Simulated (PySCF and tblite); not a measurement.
Results of a calculation; reference values are marked as such.
2-bromopyrimidine, C4H3BrN2, numbered as in [Br:1][c:2]1[n:3][cH:4][cH:5][cH:6][n:7]1.

GFN2-xTB molecular dynamics (tblite; Langevin, friction 0.005 fs⁻¹, 1.5 fs steps, hydrogen mass 4 u): 400 + 8000 steps at each temperature, started from the lowest conformer, nuclei classical.

GIAO shieldings at KT2/pcSseg-1 (PySCF) on 9 frames a temperature; like atoms are averaged, and of two unlike H on one atom a is the less shielded at the minimum.

Problem. How far do thermal motions move the shieldings from their values at the minimum?

Solution. 
```
signal  σ at minimum (ppm)     Δσ, 220 K     Δσ, 350 K     Δσ, 500 K
   Br1              1744.2    8.7 ± 27.8   25.3 ± 37.1  -72.1 ± 43.0
    C2                14.4     0.2 ± 1.6    -0.5 ± 1.9    -0.6 ± 2.0
 N3/N7               -57.3    -2.3 ± 1.8    -8.2 ± 4.2    -3.9 ± 3.7
 C4/C6                33.3    -0.5 ± 0.9    -0.8 ± 1.1    -3.2 ± 1.5
    C5                70.2    -0.8 ± 1.5    -1.8 ± 1.3    -1.5 ± 2.1
 H4/H6               23.21   0.03 ± 0.10  -0.31 ± 0.08  -0.38 ± 0.17
    H5               24.93  -0.06 ± 0.17  -0.01 ± 0.08   0.17 ± 0.18
```

Errors are standard errors over frames. Zero-point motion is missing, and a reference compound would move too.

Problem. What do the single frames at 220 K give for Br1?

Solution. 
```
t (fs)  V above the minimum, tight binding (kcal/mol)  E above it, DFT (kcal/mol)  torsions (°)  σ (ppm)
  1266                                            6.3                         5.7          none   1582.1
  2600                                            4.8                         6.0          none   1706.5
  3933                                            6.0                         7.2          none   1760.8
  5266                                            6.3                         5.2          none   1832.1
  6600                                            4.8                         5.9          none   1819.1
  7934                                            4.4                         4.8          none   1681.5
  9267                                            4.2                         4.1          none   1820.5
 10600                                            6.1                         5.4          none   1816.2
 11934                                            6.5                         8.3          none   1757.3
```

Spin–orbit effects of the heavy atoms on shieldings are missing. Changes within two standard errors are not significant.

The study took 13 min on 1 thread of AMD EPYC 7B13 (shared host) (rough), peak memory 0.7 GiB, launched as `OMP_NUM_THREADS=1 python ens_run.py task.json out`.
